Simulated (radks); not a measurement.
Spherical jellium clusters: N electrons in a uniform positive sphere of charge N and radius rs N^(1/3), rs = 4.16 bohr. Calculated with a radial shooting solver with Libxc functionals: non-relativistic Kohn-Sham, LDA (Slater exchange, Perdew-Wang correlation), spin-polarised, spherical densities. Levels are named by radial order and angular momentum (1s, 1p, 1d, 2s, ...), and open shells are averaged over m.

N = 32, configuration 1s2 1p6 1d10 2s2 1f(up 7, down 5). This is the lowest configuration that the search found. Occupied and some empty levels:

level    occupation  eigenvalue (eV)  <r> (bohr)
1s up             1          -5.0934       7.558
1s down           1          -5.0450       7.398
1p up             3          -4.4794       9.249
1p down           3          -4.4050       9.181
1d up             5          -3.7523       10.27
1d down           5          -3.6670       10.25
2s up             1          -3.5250       8.201
2s down           1          -3.4812       8.308
1f up             7          -2.9047       11.05
1f down           5          -2.8164       11.06
2p up             0          -2.4380       9.322
2p down           0          -2.3977       9.360
1g up             0          -1.9497       11.76
1g down           0          -1.8636       11.79
2d up             0          -1.3636       11.04
2d down           0          -1.3208       11.08

Energy (eV): total -60.8256, kinetic 52.534, external -2510.2, Hartree 1245.7, exchange-correlation -114.75, background 1265.9.
